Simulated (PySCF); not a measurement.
Pb(Br)2 cation (Br2Pb), SMILES [Br][Pb][Br] (connectivity only; charge and spin as stated), charge +1, multiplicity 2.

The structure is a stationary point at PBE-D3(BJ)/def2-SVP. The spin state was assumed, not searched. The isomer is the one that the SMILES or the coordinates give; other isomers of the formula were not compared. The def2 effective core potentials stand for the cores of Pb; spin–orbit coupling is left out.

Two levels are set side by side: PBE/def2-TZVPD (PySCF) and PBE0/def2-TZVPD (PySCF). Same geometry, gas phase. Differences are taken from unrounded values.

```csv
quantity,PBE
α-spin orbital gap (eV),2.73
β-spin orbital gap (eV),1.06
mean polarisability (bohr³),83.0
```

Question: These are the PBE values. What does PBE0 give? (Estimate from the structure and the level; the computed values follow.)

Answer: 
| quantity | PBE0 | PBE minus PBE0 |
|---|---|---|
| α-spin orbital gap (eV) | 4.69 | -1.96 |
| β-spin orbital gap (eV) | 3.10 | -2.04 |
| mean polarisability (bohr³) | 84.1 | -1.1 |

Rough cost on one machine, each run with all the roots and properties that it gave: PBE0 against PBE about 1/2.
